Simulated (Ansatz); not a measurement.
A run for Ansatz (an electronic-structure program): R-PBE/def2-TZVPP on H4Si2 (SMILES [SiH][SiH3]), 2S+1 = 1, a spin state set in the input, which need not be the lowest, at the other state's geometry.

Ansatz 0.2 input:
```yaml
crystal:
  periodic: [false, false, false]
  atoms:
    - {symbol: Si, position_ang: [1.18203338, -0.41503641, -0.13613135]}
    - {symbol: Si, position_ang: [-1.02442874, 0.29205981, 0.08722683]}
    - {symbol: H, position_ang: [2.32289353, 0.43831712, 0.30261468]}
    - {symbol: H, position_ang: [-1.37189711, 0.53861788, 1.50913316]}
    - {symbol: H, position_ang: [-1.88310132, -0.79091847, -0.44337287]}
    - {symbol: H, position_ang: [-1.27436002, 1.53565578, -0.68371168]}
basis:
  gaussian:
    orbitals: def2-TZVPP
hamiltonian:
  xc: {name: PBE}
```

Output:

```
WARN ansatz: RAYON_NUM_THREADS=1 ignored (pool sized by the plan → 1); use --threads N
Functional definition: PBE
integrals: 0.05 GiB planned
812 factors; their error is unknown
mean field: 0.37 GiB planned
mean field evaluation 1: about -15808.4564 eV, gradient 1.7e1 eV
mean field evaluation 2: about -15809.0027 eV, gradient 1.3e1 eV
mean field evaluation 4: about -15809.7375 eV, gradient 7.2e-1 eV
mean field evaluation 8: about -15809.7042 eV, gradient 1.6e-1 eV
mean field evaluation 16: about -15806.9530 eV, gradient 1.2e1 eV
mean field -15809.70428957 eV, -580.9959164391 hartree, gradient 2.6e-5 eV, S^2 0.000000; 0 other end points of the search recorded, 0 dependent functions left out
reference -15809.70432804 eV, -580.9959178528 hartree; 16, 16 occupied and 124, 124 virtual orbitals, 812 factors
Total energy: -15809.70432804 eV, -580.9959178528 hartree
```

The calculation finished and met its thresholds.

Cost: very roughly 0.7 core-seconds.
